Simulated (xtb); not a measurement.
CBr2F2, SMILES FC(F)(Br)Br. All values are semi-empirical tight-binding results from xtb (GFN2-xTB unless named), good for trends rather than for accurate numbers. The structure is a stationary point at GFN2-xTB.

Optimised geometry:

Bonds (Å): F1–C2 1.322, C2–F3 1.322, C2–Br4 1.947, C2–Br5 1.947. Bond angles (°): F1–C2–F3 108.2, F1–C2–Br4 109.3, F1–C2–Br5 109.3, F3–C2–Br4 109.3, F3–C2–Br5 109.3, Br4–C2–Br5 111.3.

```yaml
point_group_as_xtb_finds_it: C2v
orbital_gap: 4.20 eV
zero_point_energy: 6.6 kcal/mol
G − E(el) at 298.15 K (modified RRHO): -12.9 kcal/mol
static polarisability (D4 model): 58.2 bohr³
solvation energy, GFN2-xTB/ALPB(water): 1.4 kcal/mol
solvation energy, GFN2-xTB/ALPB(methanol): -2.3 kcal/mol
```

Question: Give the atomic charges and the Wiberg bond orders between heavy atoms. (Estimate from the structure and the level; the computed values follow.)

Answer: charges (e) F1 -0.16, C2 0.43, F3 -0.16, Br4 -0.06, Br5 -0.06. Bond orders F1–C2 1.01, C2–F3 1.01, C2–Br4 0.93, C2–Br5 0.93.
